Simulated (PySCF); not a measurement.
Compound: Mo(CMe)(OH)3, C2H6MoO3 (singlet state).
Bonds: Mo1–C2, Mo1–O7, Mo1–O9, Mo1–O11, C2–C3. Hydrogens: H4, H5, H6 on C3; H8 on O7; H10 on O9; H12 on O11.

A GFN2-xTB structure was refined with PBE0-D3(BJ)/def2-SVP geometry optimisation, gas phase, def2 core potentials past Kr in PySCF. Its GFN2-xTB values:

```csv
coordinate,GFN2-xTB
Mo1–C2,1.810 Å
Mo1–O7,1.820 Å
Mo1–O9,1.976 Å
C2–C3,1.428 Å
C3–H4,1.162 Å
O7–H8,0.993 Å
Mo1–C2–C3,172.3°
C2–Mo1–O7,110.4°
C2–Mo1–O9,99.3°
O7–Mo1–O9,107.7°
```

**Question.** How do these coordinates change at the PBE0-D3(BJ)/def2-SVP level?

**Answer.** 
```tsv
coordinate	PBE0-D3(BJ)/def2-SVP (Å or °)	change
Mo1–C2	1.716	-0.094
Mo1–O9	1.884	-0.092
Mo1–O7	1.905	+0.085
C3–H4	1.103	-0.059
C2–C3	1.469	+0.041
O7–H8	0.969	-0.024
C2–Mo1–O7	100.8	-9.6
C2–Mo1–O9	106.3	+7.0
O7–Mo1–O9	114.5	+6.8
Mo1–C2–C3	179.0	+6.7
```

The energy falls by 94.1 kJ/mol over 8 energy and gradient evaluations, the largest force component goes from 0.0939 to 2.5e-04 Eh/bohr, and the atoms move by 0.148 Å rms after alignment. The bond that changes most is Mo1–C2 (ends: molybdenum bonded to C and 3 O; carbon bonded to C and Mo), which shortens by 0.094 Å. Bonds longer at the end by more than 0.005 Å: 6 of 11; shorter: 5. Among the dihedrals that turn most is C2–Mo1–O11–H12, from -14° to -3°. Rotational constants go from 2835, 1770, 1658 to 2791, 1761, 1758 MHz.

The run used 131 basis functions and 66 SCF cycles in all. The run took 45 s of wall time on AMD EPYC 9B45, one thread, no GPU, shared host, and the process peaked at 0.50 GiB of memory.

Not checked by PBE0-D3(BJ)/def2-SVP frequencies.
